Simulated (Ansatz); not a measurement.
`C[CH](C)[Al]([OH])[N](C)C` and `C[CH](C)[Al]([OH])[OH]` differ in one atom or group.

Ansatz, PBE0-D4/def2-TZVP geometries, multiplicity 1. Each molecule was computed in one conformer, which needn't be the lowest.

```csv
property,`C[CH](C)[Al]([OH])[N](C)C`
HOMO–LUMO gap (PBE/def2-TZVPP) / eV,4.35
LUMO energy (ωB97M-V/def2-TZVPP) / eV,1.63
HOMO–LUMO gap (ωB97M-V/def2-TZVPP) / eV,10.20
size of the dipole moment (PBE/def2-TZVPP) / D,1.33
size of the dipole moment (ωB97M-V/def2-TZVPP) / D,1.40
LUMO energy (PBE0/def2-TZVPP) / eV,0.19
```

(1) What does the change do to each property? (Estimate.)

## Answers

(1) The calculation gave: 
```tsv
property	`C[CH](C)[Al]([OH])[OH]`	shift
HOMO–LUMO gap (PBE/def2-TZVPP) / eV	5.19	0.84
LUMO energy (ωB97M-V/def2-TZVPP) / eV	1.32	-0.31
HOMO–LUMO gap (ωB97M-V/def2-TZVPP) / eV	10.95	0.75
size of the dipole moment (PBE/def2-TZVPP) / D	1.65	0.32
size of the dipole moment (ωB97M-V/def2-TZVPP) / D	1.80	0.40
LUMO energy (PBE0/def2-TZVPP) / eV	-0.15	-0.34
```

With PBE0 the HOMO falls by 1.14 eV and the LUMO falls by 0.34 eV, so the gap widens by about 0.80 eV. PBE moves the HOMO by -1.18 eV and ωB97M-V by -1.06 eV. Dipoles are sizes alone; their direction can turn.
